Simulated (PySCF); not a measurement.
CH6O3Si2, SMILES O=C([SiH2]O)[SiH2]O. Atoms are numbered in the order given.

```xyz
12

O      0.0000     0.0000     1.3336
C      0.0000     0.0000     0.0898
Si    -1.7908     0.0000    -0.6818
O     -2.7438     0.0000     0.6932
Si     1.7908     0.0000    -0.6818
O      2.7438     0.0000     0.6932
H     -1.9779     1.2250    -1.5334
H     -1.9779    -1.2250    -1.5334
H     -2.1282     0.0000     1.4625
H      1.9779    -1.2250    -1.5334
H      1.9779     1.2250    -1.5334
H      2.1282     0.0000     1.4625
```

Geometry optimised at PBE-D3(BJ)/def2-SVP. This is a generated structure with no PubChem entry under its InChIKey; it may be hypothetical. Other conformers were not sampled.

Method: PySCF with PBE-D3(BJ)/def2-SVP.

Frequencies are harmonic and unscaled.

```
mode  ν (cm⁻¹)  IR (km/mol)  moving atoms (share of kinetic energy)
----  --------  -----------  --------------------------------------
1           66          0.0                 O 36 %, Si 36 %, H 28 %
2           71          2.8                           O 87 %, C 9 %
3          124          6.6         O 64 %, Si 13 %, H 12 %, C 12 %
4          198         25.8                 O 66 %, Si 19 %, H 14 %
5          237          1.2                  H 56 %, C 35 %, O 10 %
6          241          8.1                 O 47 %, Si 40 %, H 11 %
7          402         27.8                         O 57 %, Si 39 %
8          435          0.0                                  H 95 %
9          458          0.0                          H 84 %, Si 9 %
10         466         29.9                 Si 47 %, O 28 %, C 19 %
11         471        170.1                          H 86 %, O 11 %
12         682         81.1                 H 41 %, C 39 %, Si 16 %
13         696          0.0                                  H 91 %
14         702          0.1                                  H 91 %
15         722        165.3                          H 74 %, C 23 %
16         780         67.1                          H 81 %, O 15 %
17         843        172.6         O 59 %, Si 17 %, C 13 %, H 11 %
18         873         18.0                 O 47 %, Si 31 %, H 23 %
19         909          2.3                 H 52 %, C 34 %, Si 10 %
20         941         30.9                         H 66 %, Si 20 %
21         949        181.2                         H 82 %, Si 14 %
22         986        406.3                          H 75 %, C 12 %
23        1012        101.3                                  H 88 %
24        1603         73.5                          C 57 %, O 43 %
25        2159         14.9                                  H 98 %
26        2160          0.0                                  H 96 %
27        2164        117.6                                  H 98 %
28        2164        227.4                                  H 96 %
29        3558        148.7                                  H 94 %
30        3567         82.6                                  H 94 %
```
